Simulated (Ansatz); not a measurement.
**Reading a saddle point**

A first-order saddle point of SiH4BrCl, singlet, PBE0-D4/def2-TZVP, with one imaginary mode of 612i cm⁻¹:

Si1  (-0.416, -0.070, 0.243)
H2  (0.475, -0.289, -1.177)
H3  (-0.095, -1.025, 1.306)
H4  (-1.022, 1.258, 0.371)
Cl5  (-1.874, -1.106, -0.842)
H6  (1.076, 0.154, -0.690)
Br7  (1.856, 1.077, 0.789)
(Å)

Program: Ansatz 0.2.0. Basis: def2-TZVPP and def2-QZVPP. Cores are frozen in the correlated methods. Filled d shells of the heavier atoms are correlated. The def2 sets are not built for correlating such inner shells, so the correlated values are less sure here. Extrapolation: Hartree–Fock as exp(−7.88 √X), correlation as X^−2.97.

Q: Which contacts change along the imaginary mode, and what lies on either side? (A judgement: the text doesn't fix the answer.)

A: The calculation gives: The step is SiH₃Cl ([SiH3][Cl]) + HBr → SiH₂BrCl ([Cl][SiH2][Br]) + H₂, with the molecules in contact on both sides. Shortening one way: Si1–Br7, H2–H6; lengthening the same way: Si1–H2, H6–Br7.
```
   pair  one side (Å)  saddle (Å)  other side (Å)
Si1–Br7          3.65        2.60            2.21
  H2–H6          3.20        0.89            0.75
 Si1–H2          1.48        1.69            4.15
 H6–Br7          1.42        1.91            4.17
```

Q: Which side is lower, and how far does the saddle lie above each? (Judge from chemistry; the value comes from the calculation.)

A: By the calculation: The side with Si1–Br7, H2–H6 short is lower by 69.7 kJ/mol; the saddle lies 211.2 kJ/mol above it and 141.5 kJ/mol above the other (CCSD(T) at an estimated basis limit (MP2 extrapolated from triple and quadruple zeta, plus CCSD(T) − MP2 in triple zeta); electronic energies).

T1 diagnostic: at most 0.010.

Labels in which every atom is bracketed show which atoms are joined, not bond orders.

For scale, one of the runs: CCSD(T)/def2-TZVPP, 188 basis functions, launched by `ansatz run in.yaml --threads 4 --pin off --events-out ev --progress --plain --max-ram 9574MiB`. Hardware: 4 CPU threads of an Arm Neoverse V2, shared host. Wall time 38 s; peak host memory 1.9 GiB.
